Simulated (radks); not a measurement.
The numbers below are computed, except where a source is named.
Rh VII, configuration [Ar] 3d10 4s1.75 4p6 4d3.25 (fractional occupations, a model configuration). Level of theory: scalar-relativistic Kohn-Sham, PBE, spin-polarised, spherical densities, point nucleus; open shells are filled with parallel spins first (spin-orbit coupling, left out, can overturn this in heavy ions) (a radial shooting solver on a logarithmic mesh with Libxc functionals).

Normalised radial functions P(r) = r R(r), r in bohr:

r	4p up	4d down	5s up
0.003852	0.0075	0.0001	0.0654
0.005056	0.0122	0.0001	0.0796
0.006637	0.0197	0.0003	0.0950
0.008781	0.0319	0.0006	0.1105
0.01153	0.0505	0.0013	0.1229
0.01513	0.0786	0.0027	0.1287
0.02002	0.1207	0.0057	0.1218
0.02628	0.1769	0.0117	0.0960
0.03449	0.2476	0.0233	0.0457
0.04563	0.3268	0.0458	-0.0319
0.0599	0.3887	0.0845	-0.1207
0.07862	0.3983	0.1475	-0.1940
0.104	0.3043	0.2432	-0.2063
0.1365	0.0804	0.3599	-0.1164
0.1792	-0.2430	0.4718	0.0682
0.2371	-0.5442	0.5225	0.2650
0.3113	-0.6033	0.4349	0.3101
0.4118	-0.2784	0.1549	0.1015
0.5406	0.3296	-0.2671	-0.2572
0.7096	0.9142	-0.7028	-0.4868
0.9388	1.1419	-0.9748	-0.3105
1.232	0.9168	-0.9467	0.2242
1.617	0.4958	-0.6827	0.7278
2.14	0.1668	-0.3486	0.8218
2.809	0.0338	-0.1194	0.5243
3.687	0.0034	-0.0240	0.1880
4.879	0.0001	-0.0022	0.0324
6.404	0.0000	-0.0001	0.0025

4p up: eigenvalue -140.07 eV, 2 radial nodes at r = 0.147, 0.471 bohr, <r> = 1.02 bohr, 90 % of the charge inside 1.49 bohr. 4d down (empty): eigenvalue -86.212 eV, 1 radial node at r = 0.459 bohr, <r> = 1.21 bohr, 90 % of the charge inside 1.82 bohr. 5s up (empty): eigenvalue -65.795 eV, 4 radial nodes at r = 0.0411, 0.164, 0.447, 1.11 bohr, <r> = 2.05 bohr, 90 % of the charge inside 2.89 bohr.
